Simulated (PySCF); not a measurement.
C₆H₄N₂. Atoms are numbered in the order given.

```xyz
12

N      0.0000     0.0000     3.2032
C      0.0000     0.0000     2.0387
C      0.0000     0.0000     0.6033
C      0.0000    -1.2087    -0.1143
C      0.0000    -1.1453    -1.5097
N      0.0000     0.0000    -2.2005
C      0.0000     1.1453    -1.5097
C      0.0000     1.2087    -0.1143
H      0.0000    -2.1669     0.4066
H      0.0000    -2.0687    -2.0984
H      0.0000     2.0687    -2.0984
H      0.0000     2.1669     0.4066
```

Geometry: TPSSh-D3(BJ)/def2-SVP.

Vertical ionisation energy (IE) and electron affinity (EA) in eV. Rows of orbital energies are one-electron estimates. Where ΔSCF, EOM or ADC give a negative EA the extra electron is unbound and the value depends on the basis.

```tsv
level	IE	EA
−ε(HOMO), −ε(LUMO), r2SCAN/def2-TZVP (PySCF)	___	___
−ε(HOMO), −ε(LUMO), PBE/def2-TZVP (PySCF)	6.55	3.13
```

What belongs in the gaps? (The exact figures need the calculation; the answer reports its results.)


- −ε(HOMO), −ε(LUMO), r2SCAN/def2-TZVP (PySCF), IE: 6.91
- −ε(HOMO), −ε(LUMO), r2SCAN/def2-TZVP (PySCF), EA: 3.04
